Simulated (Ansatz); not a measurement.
The cluster Sn3Bi2. Total charge 0; singlet. Geometry PBE-D4/def2-SVP.

Cartesian coordinates in Å:
```
Bi -0.6214 -1.4541 -0.9166
Bi -0.5561 0.1018 1.7381
Sn 1.9721 -1.1853 0.6462
Sn 1.0635 1.2215 -0.7421
Sn -1.8582 1.3161 -0.7257
```

In the def2 sets Bi, Sn take a core potential; there is no spin–orbit coupling. The structure comes from a short search, and lower isomers may exist.

Question: Estimate the orbital energies around the gap (eV) in Ansatz with PBE-D4/def2-TZVPD, r2SCAN-D4/def2-TZVPD, PBE0-D4/def2-SVP, PBE0-D4/def2-TZVP, ωB97M-V/def2-TZVP.

Answer: 
```json
{"orbital": "HOMO−9", "PBE-D4/def2-TZVPD": "-13.64", "r2SCAN-D4/def2-TZVPD": "-14.07", "PBE0-D4/def2-SVP": "-15.11", "PBE0-D4/def2-TZVP": "-15.04", "ωB97M-V/def2-TZVP": "-17.53"}
{"orbital": "HOMO−8", "PBE-D4/def2-TZVPD": "-11.26", "r2SCAN-D4/def2-TZVPD": "-11.65", "PBE0-D4/def2-SVP": "-12.66", "PBE0-D4/def2-TZVP": "-12.59", "ωB97M-V/def2-TZVP": "-15.14"}
{"orbital": "HOMO−7", "PBE-D4/def2-TZVPD": "-11.07", "r2SCAN-D4/def2-TZVPD": "-11.48", "PBE0-D4/def2-SVP": "-12.54", "PBE0-D4/def2-TZVP": "-12.45", "ωB97M-V/def2-TZVP": "-15.12"}
{"orbital": "HOMO−6", "PBE-D4/def2-TZVPD": "-9.01", "r2SCAN-D4/def2-TZVPD": "-9.27", "PBE0-D4/def2-SVP": "-10.07", "PBE0-D4/def2-TZVP": "-10.04", "ωB97M-V/def2-TZVP": "-12.33"}
{"orbital": "HOMO−5", "PBE-D4/def2-TZVPD": "-6.40", "r2SCAN-D4/def2-TZVPD": "-6.67", "PBE0-D4/def2-SVP": "-7.27", "PBE0-D4/def2-TZVP": "-7.20", "ωB97M-V/def2-TZVP": "-8.90"}
{"orbital": "HOMO−4", "PBE-D4/def2-TZVPD": "-5.56", "r2SCAN-D4/def2-TZVPD": "-5.79", "PBE0-D4/def2-SVP": "-6.35", "PBE0-D4/def2-TZVP": "-6.30", "ωB97M-V/def2-TZVP": "-7.95"}
{"orbital": "HOMO−3", "PBE-D4/def2-TZVPD": "-5.49", "r2SCAN-D4/def2-TZVPD": "-5.72", "PBE0-D4/def2-SVP": "-6.29", "PBE0-D4/def2-TZVP": "-6.24", "ωB97M-V/def2-TZVP": "-7.90"}
{"orbital": "HOMO−2", "PBE-D4/def2-TZVPD": "-5.41", "r2SCAN-D4/def2-TZVPD": "-5.63", "PBE0-D4/def2-SVP": "-6.16", "PBE0-D4/def2-TZVP": "-6.13", "ωB97M-V/def2-TZVP": "-7.78"}
{"orbital": "HOMO−1", "PBE-D4/def2-TZVPD": "-5.35", "r2SCAN-D4/def2-TZVPD": "-5.57", "PBE0-D4/def2-SVP": "-6.11", "PBE0-D4/def2-TZVP": "-6.08", "ωB97M-V/def2-TZVP": "-7.70"}
{"orbital": "HOMO", "PBE-D4/def2-TZVPD": "-4.92", "r2SCAN-D4/def2-TZVPD": "-5.14", "PBE0-D4/def2-SVP": "-5.69", "PBE0-D4/def2-TZVP": "-5.66", "ωB97M-V/def2-TZVP": "-7.32"}
{"orbital": "LUMO", "PBE-D4/def2-TZVPD": "-2.89", "r2SCAN-D4/def2-TZVPD": "-2.88", "PBE0-D4/def2-SVP": "-2.39", "PBE0-D4/def2-TZVP": "-2.38", "ωB97M-V/def2-TZVP": "-0.95"}
{"orbital": "LUMO+1", "PBE-D4/def2-TZVPD": "-2.67", "r2SCAN-D4/def2-TZVPD": "-2.64", "PBE0-D4/def2-SVP": "-2.12", "PBE0-D4/def2-TZVP": "-2.12", "ωB97M-V/def2-TZVP": "-0.64"}
{"orbital": "LUMO+2", "PBE-D4/def2-TZVPD": "-2.18", "r2SCAN-D4/def2-TZVPD": "-1.99", "PBE0-D4/def2-SVP": "-1.47", "PBE0-D4/def2-TZVP": "-1.54", "ωB97M-V/def2-TZVP": "-0.09"}
{"orbital": "LUMO+3", "PBE-D4/def2-TZVPD": "-1.92", "r2SCAN-D4/def2-TZVPD": "-1.83", "PBE0-D4/def2-SVP": "-1.28", "PBE0-D4/def2-TZVP": "-1.31", "ωB97M-V/def2-TZVP": "0.12"}
{"orbital": "LUMO+4", "PBE-D4/def2-TZVPD": "-1.90", "r2SCAN-D4/def2-TZVPD": "-1.70", "PBE0-D4/def2-SVP": "-1.20", "PBE0-D4/def2-TZVP": "-1.28", "ωB97M-V/def2-TZVP": "0.20"}
{"orbital": "LUMO+5", "PBE-D4/def2-TZVPD": "-1.22", "r2SCAN-D4/def2-TZVPD": "-1.07", "PBE0-D4/def2-SVP": "-0.51", "PBE0-D4/def2-TZVP": "-0.58", "ωB97M-V/def2-TZVP": "0.79"}
```
